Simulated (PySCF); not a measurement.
C7H11N.
SMILES with atom numbers: `[CH:1]#[C:2][C@H:3]1[CH2:4][CH2:5][N:6]([CH3:7])[CH2:8]1` (hydrogens: H9 on C1; H10 on C3; H11, H12 on C4; H13, H14 on C5; H15, H16, H17 on C7; H18, H19 on C8)

The closed-shell SCF was solved with PySCF and density fitting under several settings on one GFN2-xTB geometry (grid level 2 and gas phase unless stated).

```tsv
settings	basis functions	SCF cycles	E (Eh)	HOMO (eV)	LUMO (eV)	dipole (D)
PBE0/pcSseg-1	191	14	-327.5959	-6.30	1.06	0.72
PBE0/def2-SVPD	248	14	-327.4197	-6.35	0.65	0.68
```

Estimate the row for these settings: HF/6-31G, IEF-PCM acetonitrile, energy threshold 1e-08 Eh.

```tsv
settings	basis functions	SCF cycles	E (Eh)	HOMO (eV)	LUMO (eV)	dipole (D)
HF/6-31G, IEF-PCM acetonitrile, energy threshold 1e-08 Eh	94	9	-325.7151	-9.55	5.62	0.99
```

Over all rows, what range does the HOMO–LUMO gap span?

From 7.00 eV (PBE0/def2-SVPD) to 15.17 eV (HF/6-31G, IEF-PCM acetonitrile, energy threshold 1e-08 Eh). The functional of the narrowest has 25 % exact exchange, that of the widest 100 % exact exchange.

And the dipole moment?

From 0.68 D (PBE0/def2-SVPD) to 0.99 D (HF/6-31G, IEF-PCM acetonitrile, energy threshold 1e-08 Eh); the largest is 1.46 times the smallest, and the median is 0.72 D.

Compare two rows with the functional PBE0: PBE0/pcSseg-1 and PBE0/def2-SVPD. Which energy is lower, and by how much?

PBE0/pcSseg-1 (191 functions) lies 0.1762 Eh or 111 kcal/mol below PBE0/def2-SVPD (248 functions). The smaller set gives the lower energy; the two sets aren't nested, so the variational bound doesn't order them by size.

Whole jobs, the steps after the SCF included, on one thread, Arm Neoverse N1 (aarch64), no GPU (shared host):

| settings | work after the SCF | wall time | peak memory |
| --- | --- | --- | --- |
| PBE0/pcSseg-1 | shieldings, ring-centre shieldings, charges and field gradients | 45 s | 0.85 GiB |
| PBE0/def2-SVPD | 6 singlets by full TDDFT, 2 Tamm–Dancoff triplets, polarisability | 74 s | 1.0 GiB |
| HF/6-31G, IEF-PCM acetonitrile, energy threshold 1e-08 Eh | 25 singlets by CIS, polarisability | 9.7 s | 0.58 GiB |

Cycle counts include a coarse-grid stage where the run had one. The structure is a single GFN2-xTB conformer; no vibrational corrections.
